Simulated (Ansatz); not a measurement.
Calculated with Ansatz (gas phase, PBE0-D4/def2-TZVP geometries, no zero-point term in ΔE). CCSD(T)/CBS adds triple-zeta CCSD(T) − MP2 to the extrapolated MP2 energy (def2 sets, frozen cores). This one scheme is used for every species. Functionals use def2-TZVPP. For As outer-core shells are correlated without core-valence functions, which leaves a few kJ/mol of doubt a bond. Scalar relativity is left out up to krypton. One conformer a species, not always the lowest.

`NC([SiH3])[AsH2]` + `C=O` → `NC([AsH2])C=O` + SiH₄  (formal exchange of groups at a C–Si bond)

```
           species  PBE0-D4 energy (Eh)
`NC([SiH3])[AsH2]`          -2622.55753
             `C=O`           -114.42005
   `NC([AsH2])C=O`          -2445.22769
              SiH₄           -291.75788
```

Task: Work out ΔE.

Result: ΔE = (-2445.22769) + (-291.75788) − (-2622.55753) − (-114.42005) = -0.00799 Eh = -21.0 kJ/mol. CCSD(T)/CBS gives -14.5 kJ/mol.

Largest T1 diagnostic among the species: 0.015.

The D4 term adds +3.9 kJ/mol with B3LYP and +2.1 kJ/mol with PBE0; it sums over pairs of atoms, weighted by their polarisabilities, and B3LYP, whose exchange is more repulsive, gets the larger term. In def2-TZVPP, CCSD(T) changes the Hartree–Fock value by +4.1 kJ/mol (the triples alone add −0.8 kJ/mol) and MP2 by +4.8 kJ/mol.

B3LYP here is the variant with VWN-RPA as its local correlation; programs differ in this.
